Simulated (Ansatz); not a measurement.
Molecule (SMILES): [Ga][F] (F-Ga) (closed-shell singlet).
Atoms: Ga1, F2. Bonds: Ga1-F2.

Basis-set convergence of the highest harmonic wavenumber at MP2 with Ansatz (an electronic-structure program). Each level at its own minimum, finite differences of forces, unscaled; the reference is a large set that could be run, not a limit. All functions are spherical. Cores are frozen (with 3d on Ga to Br). No added dispersion term, no relativity. Reference: the value in pcseg-3, 620 cm⁻¹, itself unsure by roughly 8 cm⁻¹ (its mean distance from cc-pVQZ, aug-pcseg-2, aug-cc-pVTZ). Deviations are taken from unrounded values.

```tsv
basis	functions	highest harmonic wavenumber (cm⁻¹)	minus reference (cm⁻¹)
pcseg-0	31	698	77
pcseg-1	41	632	12
aug-pcseg-1	59	597	-23
pcseg-2	73	624	4
aug-pcseg-2	105	614	-6
pcseg-3	128	620	0
```

The smallest set listed that lies within 50 cm⁻¹ of the reference with all its larger relatives (same family, alike in diffuse functions; a set with none counts only in the reference's own line) is pcseg-1 (41 functions, 12 cm⁻¹ off).
